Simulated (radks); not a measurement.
Radial electron density D(r) = 4 pi r^2 rho(r) of an atom or ion with 14 electrons. Calculated with a radial shooting solver on a logarithmic mesh with Libxc functionals: scalar-relativistic Kohn-Sham, BLYP, spin-polarised, spherical densities, point nucleus.

```
   r/bohr * D(r) (the largest magnitude, 21, reaches the edge; | marks zero)
 0.008042 |     *
 0.009067 |       *
  0.01014 |        *
  0.01143 |          *
  0.01279 |             *
  0.01442 |               *
  0.01626 |                  *
  0.01819 |                     *
   0.0205 |                         *
  0.02312 |                             *
  0.02586 |                                 *
  0.02916 |                                      *
  0.03287 |                                          *
  0.03677 |                                              *
  0.04146 |                                                 *
  0.04674 |                                                    *
  0.05228 |                                                     *
  0.05895 |                                                      *
  0.06646 |                                                     *
  0.07434 |                                                   *
  0.08382 |                                                *
   0.0945 |                                             *
   0.1057 |                                         *
   0.1192 |                                      *
   0.1333 |                                     *
   0.1503 |                                     *
   0.1695 |                                       *
   0.1895 |                                          *
   0.2137 |                                               *
    0.241 |                                                   *
   0.2695 |                                                     *
   0.3039 |                                                      *
   0.3426 |                                                   *
   0.3832 |                                              *
   0.4321 |                                       *
   0.4872 |                              *
   0.5449 |                      *
   0.6144 |                *
   0.6927 |           *
   0.7748 |         *
   0.8736 |         *
    0.985 |         *
    1.102 |         *
    1.242 |         *
    1.389 |       *
    1.567 |     *
    1.766 |   *
    1.976 |  *
    2.228 |*
    2.511 |*
    2.809 *
    3.167 *
    3.571 *
    3.994 *
    4.504 *
```

What is the nuclear charge?

Answer. Z = 18. The innermost maximum, from 1s, lies near gamma/Z bohr with gamma = sqrt(1 - (Z/c)^2) = 0.991, here 0.0551 bohr (found: 0.0585), and its height grows with Z. The density is that of the argon ion Ar4+ in [Ne] 3s2 3p2; the configuration itself is not fixed sharply by these data, and Z only to about a unit. D(r) has 3 maxima, at r = 0.0585, 0.292, 1.07 bohr, and minima at 0.141, 0.860 bohr, inside which lie 2.17, 10.48 electrons.
